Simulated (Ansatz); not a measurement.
Wavefunction ladder for AlGeH5Si (`[AlH]1[SiH2][GeH2]1`)

```xyz
8

Al    0.940    0.826    1.087
Si    0.669   -1.004   -0.469
Ge   -1.177    0.556   -0.116
H     1.813    1.639    2.131
H     1.304   -0.990   -1.817
H     0.459   -2.406   -0.012
H    -1.563    1.416   -1.332
H    -2.444   -0.036    0.526
```

Total charge 0; spin multiplicity 1. Correlated methods include outer-core shells of Ge, which these sets cover unevenly. Scalar relativity is left out up to krypton. The structure was optimised at the PBE0-D4/def2-TZVP level. Frozen core, restricted reference, Ansatz.

```tsv
basis	HF (Eh)	MP2 corr.	CCSD corr.	(T)	CCSD(T) total
def2-SVP	?	-0.38909	-0.42883	?	?
def2-TZVPP	-2609.08651	?	?	-0.02025	?
def2-QZVPP	-2609.14361	-0.73417	–	–	–
```

Q: Fill in the withheld values. (Best estimate.)

A: The calculation gave: def2-SVP HF (Eh): -2608.63659; def2-SVP (T): -0.01421; def2-SVP CCSD(T) total: -2609.07963; def2-TZVPP MP2 corr.: -0.45523; def2-TZVPP CCSD corr.: -0.49755; def2-TZVPP CCSD(T) total: -2609.60431.
